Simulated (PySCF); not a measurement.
C₃H₁₂Si₂, SMILES [SiH3]CCC[SiH3].

Geometry: ωB97X-D3(BJ)/def2-SVP. The values are those of a single conformer.

All values below come from PySCF with TDA-PBE/def2-SVPD.

Vertical excitations. Gas-phase values at a fixed geometry. State labels are in the subgroup C2.

Computed lowest excited states:
| state | symmetry | energy (eV) | λ (nm) | f | main pairs |
|---|---|---|---|---|---|
| S1 | B | 6.79 | 183 | 0.003 | HOMO→LUMO 99 % |
| S2 | A | 7.09 | 175 | 0.001 | HOMO−1→LUMO 95 % |
| S3 | A | 7.33 | 169 | 0.013 | HOMO→LUMO+1 94 % |
| S4 | B | 7.38 | 168 | 0.026 | HOMO→LUMO+2 94 % |
| S5 | B | 7.48 | 166 | 0.020 | HOMO−2→LUMO 95 % |
| S6 | B | 7.60 | 163 | 0.040 | HOMO−1→LUMO+1 81 % |
| T1 | B | 6.59 | 188 | 0 | HOMO→LUMO 99 % |
| T2 | A | 6.85 | 181 | 0 | HOMO−1→LUMO 95 % |
Triplets are in the Tamm–Dancoff approximation.
